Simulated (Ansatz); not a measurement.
Cost and result for the atomization energy of H8N2O2Si2, SMILES `N[Si](N)(O)O[SiH3]` (14 atoms, 13 bonds).

```xyz
14

N     1.312    0.112    1.268
Si   -0.288    0.343    0.731
N    -0.404    1.955    0.232
O    -1.524    0.164    1.795
O    -0.524   -0.834   -0.394
Si    0.093   -1.328   -1.823
H     1.705    0.726    1.963
H     1.700   -0.814    1.331
H    -1.286    2.434    0.188
H     0.321    2.410   -0.294
H    -1.942   -0.697    1.802
H     0.480   -0.166   -2.667
H    -0.938   -2.128   -2.530
H     1.295   -2.177   -1.603
```

The species carries charge 0 and has multiplicity 1. Geometry: relaxed with PBE0-D4/def2-TZVP. It is one conformer, not always the lowest. Program: Ansatz. All runs use 2 threads of an AMD EPYC 7R13 on a shared host and a share of an NVIDIA H100 80 GB. Times are those of one run each, without the atoms' runs, and a repeat can differ threefold. Electronic energies, without spin–orbit coupling; frozen cores. CCSD(T)/CBS adds CCSD(T) − MP2 in def2-TZVPP to the MP2 limit, and its time is that of the two runs behind it. T1 = 0.011. B3LYP takes the VWN-RPA correlation (the form of Gaussian; ORCA's B3LYP/G).

CCSD(T)/CBS is a level of theory with its own doubt, some kJ/mol a heavy atom from the limit and from the frozen cores, so smaller differences don't rank the functionals.

```json
{"level": "PBE0-D4/def2-TZVPP", "functions": "320", "wall time": "2 s"}
{"level": "B3LYP-D4/def2-TZVPP (with forces)", "functions": "320", "wall time": "2.4 s"}
{"level": "r2SCAN-D4/def2-TZVPP (with forces)", "functions": "320", "wall time": "2.7 s"}
{"level": "PBE-D4/def2-TZVPP (with forces)", "functions": "320", "wall time": "3 s"}
{"level": "B2PLYP/def2-TZVPP", "functions": "320", "wall time": "3 s"}
{"level": "ωB97X-V/def2-TZVPP", "functions": "320", "wall time": "3.2 s"}
{"level": "ωB97M-V/def2-TZVPP (with forces)", "functions": "320", "wall time": "4.4 s"}
{"level": "MP2/def2-QZVPP", "functions": "608", "wall time": "4.7 s"}
{"level": "CCSD(T)/def2-TZVPP", "functions": "320", "wall time": "7 s"}
{"level": "CCSD(T)/CBS(def2)", "functions": "–", "wall time": "12 s"}
```

Problem. What atomization energy does each give, and how far from CCSD(T)/CBS? (An estimate is asked.)

Solution. Ansatz gave: 
```json
{"level": "PBE0-D4/def2-TZVPP", "atomization (kcal/mol)": "1227.8", "difference from CCSD(T)/CBS": "-21.5", "per bond": "-1.7"}
{"level": "B3LYP-D4/def2-TZVPP (with forces)", "atomization (kcal/mol)": "1243.6", "difference from CCSD(T)/CBS": "-5.7", "per bond": "-0.4"}
{"level": "r2SCAN-D4/def2-TZVPP (with forces)", "atomization (kcal/mol)": "1238.3", "difference from CCSD(T)/CBS": "-11.0", "per bond": "-0.8"}
{"level": "PBE-D4/def2-TZVPP (with forces)", "atomization (kcal/mol)": "1250.2", "difference from CCSD(T)/CBS": "0.9", "per bond": "0.1"}
{"level": "B2PLYP/def2-TZVPP", "atomization (kcal/mol)": "1229.6", "difference from CCSD(T)/CBS": "-19.7", "per bond": "-1.5"}
{"level": "ωB97X-V/def2-TZVPP", "atomization (kcal/mol)": "1249.8", "difference from CCSD(T)/CBS": "0.5", "per bond": "0.0"}
{"level": "ωB97M-V/def2-TZVPP (with forces)", "atomization (kcal/mol)": "1249.5", "difference from CCSD(T)/CBS": "0.2", "per bond": "0.0"}
{"level": "MP2/def2-QZVPP", "atomization (kcal/mol)": "1253.6", "difference from CCSD(T)/CBS": "4.3", "per bond": "0.3"}
{"level": "CCSD(T)/def2-TZVPP", "atomization (kcal/mol)": "1207.5", "difference from CCSD(T)/CBS": "-41.8", "per bond": "-3.2"}
{"level": "CCSD(T)/CBS(def2)", "atomization (kcal/mol)": "1249.3", "difference from CCSD(T)/CBS": "0.0", "per bond": "0.0"}
```

From PBE to PBE0 (25 % exact exchange), in def2-TZVPP and without D4, the atomization energy moves by −21.2 kcal/mol: exact exchange takes away binding that semilocal exchange gives to molecules. In def2-TZVPP, CCSD(T) changes the Hartree–Fock value by +329.8 kcal/mol (the triples alone add +17.0 kcal/mol) and MP2 by +350.5 kcal/mol; breaking electron pairs costs correlation energy, which Hartree–Fock lacks. The D4 term adds +12.9 kcal/mol with B3LYP and +6.9 kcal/mol with PBE0; it sums over pairs of atoms, weighted by their polarisabilities, and B3LYP, whose exchange is more repulsive, gets the larger term.
